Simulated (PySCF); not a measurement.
C6H7ClSSi.
Geometry (PBE0-D3(BJ)/def2-SVP, Å), atoms numbered from 1 in this order:
```xyz
16
C6H7ClSSi angstrom
Si     2.5312   -0.6076    0.4734
S      1.1721    1.0464    0.3072
C     -0.4402    0.3055    0.2824
C     -0.6909   -1.0708    0.2935
C     -1.9962   -1.5553    0.2721
C     -3.0641   -0.6626    0.2374
Cl    -4.6872   -1.2634    0.2122
C     -2.8323    0.7127    0.2235
C     -1.5277    1.1897    0.2463
H      3.8617    0.0596    0.5185
H      2.4491   -1.5253   -0.7018
H      2.2956   -1.3968    1.7187
H      0.1276   -1.7937    0.3167
H     -2.1865   -2.6297    0.2816
H     -3.6756    1.4047    0.1961
H     -1.3472    2.2672    0.2377
```

The calculation used TDDFT CAM-B3LYP/def2-SVPD, vertical, gas phase, core orbitals frozen in the response (PySCF).

Ground-to-excited transition dipoles (e·a0, same axes as the geometry; the sign carries no meaning), for the states with f of 0.002 or more among the lowest 6:

| state | E (hartree) | μx | μy | μz |
| --- | --- | --- | --- | --- |
| S1 | 0.1783 | -0.021 | 0.265 | 0.001 |
| S2 | 0.1930 | -1.664 | -0.361 | -0.057 |
| S3 | 0.1979 | 0.150 | 0.024 | -0.152 |
| S4 | 0.2184 | 0.017 | -0.006 | -0.235 |
| S6 | 0.2361 | 0.038 | -0.859 | 0.013 |

(1) What oscillator strength does each state have?

(2) What angle do the transition dipoles of S2 and S6 make?

(3) What peak molar absorption coefficient would the strongest computed level give as a lone Gaussian band 0.5 eV wide at half height?

Answers

(1) f = (2/3) ΔE |μ|² with ΔE in hartree (27.2114 eV).

```json
{"state": "S1", "|μ|² (au)": "0.071", "|μ| (D)": "0.68", "f": "0.008"}
{"state": "S2", "|μ|² (au)": "2.903", "|μ| (D)": "4.33", "f": "0.373"}
{"state": "S3", "|μ|² (au)": "0.046", "|μ| (D)": "0.55", "f": "0.006"}
{"state": "S4", "|μ|² (au)": "0.056", "|μ| (D)": "0.60", "f": "0.008"}
{"state": "S6", "|μ|² (au)": "0.739", "|μ| (D)": "2.18", "f": "0.116"}
```

(2) |cos θ| = |μa·μb| / (|μa| |μb|) = 0.17, so θ ≈ 80° (taken between 0 and 90°, since the signs are arbitrary).

(3) ε(max) = 2.175×10⁸ f / FWHM, with the width in cm⁻¹. S2: 2.175×10⁸ × 0.3735 / 4033 ≈ 20000 L mol⁻¹ cm⁻¹.

One conformer stands for the species.
